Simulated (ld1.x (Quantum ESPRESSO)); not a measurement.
**Se (Z = 34): one change to a TM potential, before and after**

| Item | Value |
| --- | --- |
| Element | selenium (Se) |
| Generator | ld1.x (Quantum ESPRESSO) 7.5 |
| Type | norm-conserving Troullier–Martins (Kleinman–Bylander form) |
| Functional | PBE |
| Relativity | scalar-relativistic |
| Frozen core | [Ar] 3d10 |
| Valence charge | 6 |
| Reference configuration | 4s2 4p4 |
| Partial waves | 4s (bound): rc 1.15 bohr; 4p (bound): rc 1.70 bohr; 4d channel at -0.15 Ry: rc 1.75 bohr |
| Local potential | all-electron potential smoothed inside 1.15 bohr (lloc = -1) |
| Core correction | none |

Change: functional LDA (PZ).

Cutoffs: the cutoffs (Ry, on a coarse ladder) from which the occupation-weighted sum of valence levels, in a spherical-Bessel basis at the reference potential, stays within 10 and 1 mRy of its value at 400 Ry; they do not see the model core or the augmentation charge, which bear on the density cutoff. Errors are all-electron minus pseudo energies relative to the spin-unpolarised reference configuration.

Q: How do hardness, ghosts and transferability respond?

A: The potential gets neither clearly harder nor softer (90 Ry and 180 Ry → 90 Ry and 180 Ry); both files keep a bound ghost (s); the number of tests with a reliable result goes from 7 to 9; of the 7 tests that both files solve, the error grows in 0 and shrinks in 6 by more than 15 % and 0.3 meV (median size 25.7 → 13.0 meV).

```csv
quantity,base,changed
"cutoff, loose",90 Ry,90 Ry
"cutoff, tight",180 Ry,180 Ry
bound ghosts,s,s
"error for 4s2 4p3, meV [ΔE 10.84 → 11.01 eV]",-4.1,+0.1
"error for 4s2 4p2, meV [ΔE 31.19 → 31.57 eV]",-26,+3.2
"error for 4s2 4p1, meV [ΔE 62.06 → 62.72 eV]",-86,+13
"error for 4s1 4p4, meV [ΔE 22.38 → 22.59 eV]",+15,+15
"error for 4s0 4p6, meV [ΔE 21.96 → 22.09 eV]",+89,+41
"error for 4s2 4p3.5, meV [ΔE 4.31 → 4.39 eV]",-1.0,-0.2
"error for 4s2 4p0, meV [ΔE 104.25 → 105.30 eV]",-194,+44
s: phases at 1.90 bohr within 0.05 rad from the reference energy up to (Ry; the scan ends near 5),to the end of the scan,to the end of the scan
p: phases at 1.90 bohr within 0.05 rad from the reference energy up to (Ry; the scan ends near 5),2.9,3.0
d: phases at 1.90 bohr within 0.05 rad from the reference energy up to (Ry; the scan ends near 5),0.9,0.9
```

 A true bound ghost makes a file unfit for plane-wave use even where its test errors are small: the radial tests pick states by their node count and pass the ghost by.
